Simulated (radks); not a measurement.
Sn, configuration [Kr] 4d8 5s2 5p4 (not the ground configuration). Calculated with a radial shooting solver on a logarithmic mesh with Libxc functionals: Dirac Kohn-Sham, PBE, spin-unpolarised, spherical densities, finite nucleus; open shells are shared between the two j in proportion to 2j + 1; Fermi nuclear charge, rms radius 4.6519 fm. Some entries of the table are withheld. Estimate them.

| orbital | occ. | eigenvalue (Ry) | <1/r> (bohr^-1) | <r^2> (bohr^2) |
|---|---|---|---|---|
| 1s1/2 | 2 | -2132.118 | 53.08 | 0.001143 |
| 2s1/2 | 2 | -322.8228 | 12.31 | 0.01851 |
| 2p1/2 | 2 | (1) | 12.29 | 0.01376 |
| 2p3/2 | 4 | (2) | 11.45 | 0.01507 |
| 3s1/2 | 2 | -63.23410 | (3) | 0.1315 |
| 3p1/2 | 2 | -54.62510 | 4.261 | 0.1264 |
| 3p3/2 | 4 | -51.52765 | 4.054 | 0.1349 |
| 3d3/2 | 4 | -36.32083 | 3.900 | 0.1159 |
| 3d5/2 | 6 | -35.68112 | 3.847 | 0.1184 |
| 4s1/2 | 2 | -10.84526 | 1.723 | 0.7432 |
| 4p1/2 | 2 | -7.95243 | 1.612 | (4) |
| 4p3/2 | 4 | -7.37753 | 1.547 | (5) |
| 4d3/2 | 3.2 | -2.78998 | 1.286 | 1.257 |
| 4d5/2 | 4.8 | -2.70512 | 1.269 | 1.286 |
| 5s1/2 | 2 | -1.05007 | 0.5981 | 5.393 |
| 5p1/2 | 1.33333 | -0.46406 | 0.4827 | 8.320 |
| 5p3/2 | 2.66667 | -0.41345 | 0.4602 | 9.098 |

Answer. 
(1) 2p1/2 eigenvalue (Ry): -301.6235
(2) 2p3/2 eigenvalue (Ry): -284.6739
(3) 3s1/2 <1/r> (bohr^-1): 4.353
(4) 4p1/2 <r^2> (bohr^2): 0.8303
(5) 4p3/2 <r^2> (bohr^2): 0.8851
